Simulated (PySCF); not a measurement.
# Telling isomers of C6H7N3O apart by NMR

Level of theory: GFN2-xTB geometry, shieldings: GIAO PBE0/pcSseg-1, in PySCF (no solvent, equivalent nuclei averaged, non-relativistic Hamiltonian, one computed conformer).

References, each an isolated molecule treated in the same way: $^{1}$H (σ = 31.72 ppm) and $^{13}$C (σ = 186.93 ppm) vs TMS. Where no couplings were computed, multiplicities follow the n + 1 count of equivalent neighbours, and m marks all less simple cases (inequivalent or close neighbours, rings, F or P nearby). Shifts are as computed. Against solution values, carbons near 30 ppm lie about +3 ppm off and those near 130 ppm about +5 ppm. Of 1211 compounds with measured shifts, 218 miss one by over three times the rms of a fit or turn the order of signals round; such compounds aren't used in these exercises.

(1) Tabulate the signals of `O=Cc1nncn1C1CC1`, `CCc1cc(C=O)nnn1`, `CC(=O)c1cnnnc1C` and their relative energies.

(2) What is the quickest way to tell CCc1cc(C=O)nnn1 from CC(=O)c1cnnnc1C?

(3) What is the quickest way to tell O=Cc1nncn1C1CC1 from CCc1cc(C=O)nnn1?

(4) What is the quickest way to tell O=Cc1nncn1C1CC1 from CC(=O)c1cnnnc1C?

Results:

(1) 
| SMILES | carbon types | δC | δH | E rel. (kcal/mol) |
| --- | --- | --- | --- | --- |
| O=Cc1nncn1C1CC1 | 1×C 3×CH 2×CH2 | 189.7, 158.3, 143.5, 29.3, 10.5 | 10.43 (s, 1H), 7.81 (s, 1H), 4.53 (m, 1H), 1.20 (m, 2H), 0.91 (m, 2H) | 0.0 |
| CCc1cc(C=O)nnn1 | 2×C 2×CH 1×CH2 1×CH3 | 202.7, 171.8, 152.4, 118.2, 35.3, 20.0 | 10.69 (s, 1H), 7.78 (s, 1H), 3.25 (q, 2H), 1.46 (t, 3H) | 11.9 |
| CC(=O)c1cnnnc1C | 3×C 1×CH 2×CH3 | 207.6, 159.4, 147.8, 124.0, 31.9, 26.0 | 9.08 (s, 1H), 3.21 (s, 3H), 2.76 (s, 3H) | 8.0 |

Energies are electronic energies at PBE0/pcSseg-1 on these geometries, without zero-point or thermal terms, each for the one conformer computed, which needn't be the lowest.

(2) Both give the same number of carbon signals, but DEPT or the intensities differ. The first has an sp3 CH2 on an aromatic ring at 35.3 ppm, the second a ketone carbonyl carbon (C) at 207.6 ppm. Their most deshielded carbons lie at 202.7 and 207.6 ppm. In the proton spectra the most deshielded non-exchanging signals are 10.69 (s, 1H) and 9.08 (s, 1H).

(3) Count the carbon signals: 5 against 6. The first has a three-membered-ring carbon (CH) at 29.3 ppm, the second a methyl carbon (CH3) at 20.0 ppm. Their most deshielded carbons lie at 189.7 and 202.7 ppm.

(4) Count the carbon signals: 5 against 6. The first has a three-membered-ring carbon (CH) at 29.3 ppm, the second a methyl carbon α to a carbonyl (CH3) at 31.9 ppm. Their most deshielded carbons lie at 189.7 and 207.6 ppm. In the proton spectra the most deshielded non-exchanging signals are 10.43 (s, 1H) and 9.08 (s, 1H).
